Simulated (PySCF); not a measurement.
Species: C4H10OSi.
Structure used (GFN2-xTB), in Å, numbered top down from 1:
```
atom  x, y, z in Å
C1    -0.4262   -2.0754    0.4597
C2    -0.4886   -0.7645    0.6305
C3    -0.4116    0.2435   -0.4631
C4    -1.3141    1.4409   -0.1834
Si5    1.4270    0.7586   -0.6735
O6     2.3256   -0.5602   -0.9774
H7    -0.3647   -2.5153   -0.5235
H8    -0.4541   -2.7642    1.2871
H9    -0.5592   -0.3564    1.6312
H10   -0.7346   -0.2285   -1.3970
H11   -1.2472    2.1652   -0.9918
H12   -1.0201    1.9359    0.7397
H13   -2.3532    1.1282   -0.0864
H14    1.8819    1.4149    0.5544
H15    1.6188    1.5827   -1.8587
H16    2.1127   -1.3965   -0.5687
```

Computed with PBE0/def2-SVPD in PySCF (dipole) on a GFN2-xTB geometry, gas phase.

Take the most abundant isotopes and a rigid rotor. The values belong to one conformer with, in the numbering `[CH2:1]=[CH:2][C@@H:3]([CH3:4])[SiH2:5][OH:6]`, C1–C2–C3–C4 144°, C2–C3–Si5–O6 57°, C3–Si5–O6–H -35°.

Problem. What are A, B and C (GHz)?

Solution. Ia = 156.54, Ib = 207.44, Ic = 335.24 u·Å²; 505379 MHz·u·Å²/I gives 3228, 2436 and 1508 MHz, that is A = 3.2285, B = 2.4363, C = 1.5075 GHz.

Problem. What kind of rotor is it?

Solution. An asymmetric top. Ray's parameter κ = (2B − A − C)/(A − C) = 0.079; −1 is the prolate and +1 the oblate limit.

Problem. Is it planar, by Δ = Ic − Ia − Ib?

Solution. Not planar: Δ = Ic − Ia − Ib = -28.74 u·Å². For a rigid frame Δ = −2 Σ m c², so Σ m c² = 14.37 u·Å² lies off the ab plane: 9.87 from hydrogen and 4.50 from heavier atoms. The atom farthest from that plane is 1.59 Å away.

Problem. Where do the levels up to J = 5 lie, in MHz?

Solution. Above 0(0,0):
J = 1: 1(0,1) 3944, 1(1,1) 4736, 1(1,0) 5665
J = 2: 2(0,2) 11361, 2(1,2) 11695, 2(1,1) 14481, 2(2,1) 16858, 2(2,0) 17328
J = 3: 3(0,3) 21788, 3(1,3) 21886, 3(1,2) 27285, 3(2,2) 28689, 3(2,1) 30564, 3(3,1) 35219, 3(3,0) 35393
J = 4: 4(0,4) 35154, 4(1,4) 35178, 4(1,3) 43471, 4(2,3) 44074, 4(2,2) 48304, 4(3,2) 51620, 4(3,1) 52614, 4(4,1) 59934, 4(4,0) 59986
J = 5: 5(0,5) 51506, 5(1,5) 51511, 5(1,4) 62576, 5(2,4) 62771, 5(2,3) 70010, 5(3,3) 71908, 5(3,2) 74760, 5(4,2) 80674, 5(4,1) 81085, 5(5,1) 91066, 5(5,0) 91080
Those of J = 1 are B + C, A + C and A + B.

Problem. Which types of transition are allowed, and where do some lines up to J = 4 fall?

Solution. The dipole components are |μa| = 1.56 D, |μb| = 0.04 D, |μc| = 0.13 D. Intensities carry the squares of the components, which stand as 1.00 : 0.00 : 0.01 (a : b : c). Some lines, for components of 0.1 D or more:

| type | branch | J(Ka,Kc) | MHz | lower level (cm⁻¹) |
| --- | --- | --- | --- | --- |
| c | Q | 2(1,2) ← 2(0,2) | 334 | 0.379 |
| a | Q | 2(2,0) ← 2(2,1) | 471 | 0.562 |
| a | Q | 1(1,0) ← 1(1,1) | 929 | 0.158 |
| a | Q | 4(3,1) ← 4(3,2) | 995 | 1.722 |
| c | Q | 3(2,2) ← 3(1,2) | 1404 | 0.910 |
| a | Q | 3(2,1) ← 3(2,2) | 1875 | 0.957 |
| a | Q | 2(1,1) ← 2(1,2) | 2786 | 0.390 |
| c | Q | 4(3,2) ← 4(2,2) | 3315 | 1.611 |
| a | R | 1(0,1) ← 0(0,0) | 3944 | 0.000 |
| a | Q | 4(2,2) ← 4(2,3) | 4231 | 1.470 |
| c | Q | 3(3,1) ← 3(2,1) | 4655 | 1.019 |
| c | R | 1(1,0) ← 0(0,0) | 5665 | 0.000 |
| c | Q | 4(4,1) ← 4(3,1) | 7319 | 1.755 |
| a | Q | 4(1,3) ← 4(1,4) | 8293 | 1.173 |
| a | R | 2(1,1) ← 1(1,0) | 8816 | 0.189 |
| a | R | 3(0,3) ← 2(0,2) | 10427 | 0.379 |
| c | R | 2(1,1) ← 1(0,1) | 10537 | 0.132 |
| c | R | 2(2,0) ← 1(1,0) | 11664 | 0.189 |
| a | R | 3(1,2) ← 2(1,1) | 12804 | 0.483 |
| a | R | 4(1,4) ← 3(1,3) | 13292 | 0.730 |
| a | R | 4(2,3) ← 3(2,2) | 15385 | 0.957 |
| c | R | 3(1,2) ← 2(0,2) | 15924 | 0.379 |
| c | R | 3(3,0) ← 2(2,0) | 18064 | 0.578 |
| c | R | 4(2,2) ← 3(1,2) | 21020 | 0.910 |
| c | R | 4(2,3) ← 3(1,3) | 22188 | 0.730 |
| c | R | 4(3,2) ← 3(2,2) | 22931 | 0.957 |
| c | R | 4(4,1) ← 3(3,1) | 24714 | 1.175 |

No frequency check. No vibrational averaging or centrifugal distortion is included, and the geometry carries the error of its method. A rigid rotor knows nothing of internal rotation, which can split or shift real lines.
